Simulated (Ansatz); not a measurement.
Basis sets compared for mer-ScBr3(H2O)3 (ScBr₃O₃H₆). Charge 0, multiplicity 1. Geometry PBE0-D4/def2-SVP. Ansatz on 4 threads of Arm Neoverse V1 on a shared host; times are rough, and most runs start from earlier orbitals.

```xyz
13

Br    1.9377   -0.2618    1.2882
Br   -2.0457    0.9378   -1.4772
Br   -1.8006   -1.5807    1.4974
O     1.0338    0.7375   -1.4824
O     0.2628   -2.0817   -0.8544
O    -0.6179    1.5890    1.3430
Sc   -0.3356   -0.1474    0.0346
H     1.8479    1.0931   -1.0984
H     0.5916    1.4120   -2.0181
H    -0.2759   -2.7173   -0.3531
H     1.1768   -2.2261   -0.5605
H    -0.2235    1.4339    2.2139
H    -1.5514    1.8117    1.4668
```

Another isomer (singlet) lies 0.04 eV lower at PBE-D4/def2-SVP; other spin states weren't run for this one.

Binding counts from free atoms (Br doublet, O triplet, Sc doublet, H doublet) in the same basis, without a counterpoise term.

| level | functions | energy (Eh) | HOMO (eV) | LUMO (eV) | binding per atom (eV) | wall time |
| --- | --- | --- | --- | --- | --- | --- |
| PBE-D4/def2-SVP | 199 | -8709.9779 | -5.94 | -2.35 | 3.65 | 4 s |
| PBE0-D4/def2-SVP | 199 | -8710.2882 | -7.22 | -1.45 | 3.55 | 8 s |

Problem. Estimate the rows for PBE-D4/def2-TZVP (with forces), PBE0-D4/def2-TZVP.

Solution. 
```tsv
level	functions	energy (Eh)	HOMO (eV)	LUMO (eV)	binding per atom (eV)	wall time
PBE-D4/def2-TZVP (with forces)	318	-8711.2905	-6.28	-2.63	–	9.5 s
PBE0-D4/def2-TZVP	318	-8711.5944	-7.48	-1.58	3.51	21 s
```
